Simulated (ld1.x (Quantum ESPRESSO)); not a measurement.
## bismuth: one change to a TM potential, before and after

* Element: Bi (Z = 83)
* Generator: ld1.x (Quantum ESPRESSO) 7.5
* Type: norm-conserving Troullier–Martins (Kleinman–Bylander form)
* Functional: PBE
* Relativity: scalar-relativistic
* Frozen core: [Xe] 4f14
* Valence charge: 15
* Reference configuration: 5d10 6s2 6p3
* Partial waves: 6s (bound): rc 1.90 bohr; 6p (bound): rc 2.15 bohr; 5d (bound): rc 1.65 bohr; 5f channel at 0.05 Ry: rc 1.80 bohr
* Local potential: the f channel
* Core correction: a·sin(br)/r model core inside 1.05 bohr

Change: wave 5f channel at 0.05 Ry: rc 1.80 bohr becomes 5f channel at 0.05 Ry: rc 2.28 bohr.

Cutoffs: the cutoffs (Ry, on a coarse ladder) from which the occupation-weighted sum of valence levels, in a spherical-Bessel basis at the reference potential, stays within 10 and 1 mRy of its value at 400 Ry; they do not see the model core or the augmentation charge, which bear on the density cutoff. Errors are all-electron minus pseudo energies relative to the spin-unpolarised reference configuration.

How do hardness, ghosts and transferability respond?

The potential gets neither clearly harder nor softer (60 Ry and 90 Ry → 60 Ry and 90 Ry); the bound ghosts move from p, s to s; the number of tests that count goes from 6 to 7; of the 6 tests that both files solve, the error grows in 3 and shrinks in 3 by more than 15 % and 0.3 meV (median size 16.6 → 14.4 meV).

| quantity | base | changed |
| --- | --- | --- |
| cutoff, loose | 60 Ry | 60 Ry |
| cutoff, tight | 90 Ry | 90 Ry |
| bound ghosts | s, p | s |
| tests counted (converged, no solver errors) | 6 of 7 | 7 of 7 |
| error for 5d10 6s2 6p2, meV [ΔE 7.91 eV] | -5.3 | +1.7 |
| error for 5d10 6s2 6p1, meV [ΔE 23.16 eV] | -18 | +4.9 |
| error for 5d10 6s2 6p0, meV [ΔE 46.50 eV] | -36 | -43 |
| error for 5d10 6s2 6p2.5, meV [ΔE 3.10 eV] | -1.9 | -0.2 |
| error for 5d10 6s1 6p3, meV [ΔE 18.73 eV] | -15 | +24 |
| error for 5d10 6s1 6p0, meV [ΔE 91.91 eV] | -66 | -81 |

Base: Tests not counted: 5d9 6s2 6p4 (solver errors, printed error -1918 eV). A true bound ghost makes a file unfit for plane-wave use even where its test errors are small: the radial tests pick states by their node count and pass the ghost by. Where a test does run into it, the solver fails or the error is huge.
